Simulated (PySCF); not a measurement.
CH5AlOSe, SMILES [OH][Al]([CH3])[SeH]. Atoms are numbered in the order given.

```xyz
9

Al    -0.8122     0.4977     0.2217
C     -2.5414    -0.3637     0.0661
H     -2.4723    -1.3935    -0.3158
H     -3.1963     0.2096    -0.6103
H     -3.0422    -0.3968     1.0476
O     -0.7474     2.1157     0.7480
H      0.0213     2.6716     0.8761
Se     1.1314    -0.6698    -0.3021
H      2.0072     0.4702     0.0112
```

The structure is a stationary point at PBE0-D3(BJ)/def2-SVP. The structure was generated by enumeration; whether it is a known compound was not checked. One conformer was computed; it need not be the lowest.

Calculation: PySCF with PBE/def2-TZVP.

- total energy: -2759.85414 hartree
- highest occupied level: -6.05 eV
- lowest empty level: -1.02 eV
- orbital gap: 5.03 eV
- dipole moment: 0.76 D
- quadrupole, principal values (traceless, Buckingham form, about the centre of nuclear charge): -8.38, -0.10, 8.48 D·Å
- mean static polarisability: 70.7 bohr³ (10.47 Å³)
- polarisability, principal values: 56.6, 67.7, 87.7 bohr³
